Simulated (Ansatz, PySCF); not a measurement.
Reaction (SMILES): [NH][SiH](N)N -> [NH-][SiH](N)N (an electron is taken up)
Structures are relaxed separately at B3LYP-D3(BJ)/def2-TZVP in Ansatz (an electronic-structure program), one conformer each, not searched for the lowest.

Wanted: adiabatic electron affinity (0 K, with B3LYP-D3(BJ) harmonic zero-point energies from PySCF), positive where the reaction releases energy, in eV. Correlated levels leave the core frozen unless marked. UHF or UKS for open shells. Spin-orbit coupling is left out. No relativistic terms. Anions need diffuse functions: aug- sets have them; def2-D sets add few; the other sets have none. CBS marks a two-point X^-3 extrapolation of the correlation energy; Hartree-Fock from the larger set.

| level | program | adiabatic electron affinity (eV) | minus last row |
|---|---|---|---|
| HF/cc-pV(D+d)Z | Ansatz | -0.33 | -2.33 |
| HF/cc-pVTZ | Ansatz | -0.12 | -2.12 |
| HSE06-D3(BJ)/def2-TZVPD | Ansatz + dftd3 | 1.74 | -0.26 |
| PBE-QIDH/def2-TZVPD | Ansatz | 1.80 | -0.20 |
| MP2/aug-cc-pV(Q+d)Z | Ansatz | 2.21 | 0.21 |
| SCS-MP2/cc-pVTZ | Ansatz | 1.63 | -0.37 |
| CCSD(T)/CBS(aug-cc-pV(T+d)Z,aug-cc-pV(Q+d)Z) | Ansatz | 2.00 | 0.00 |
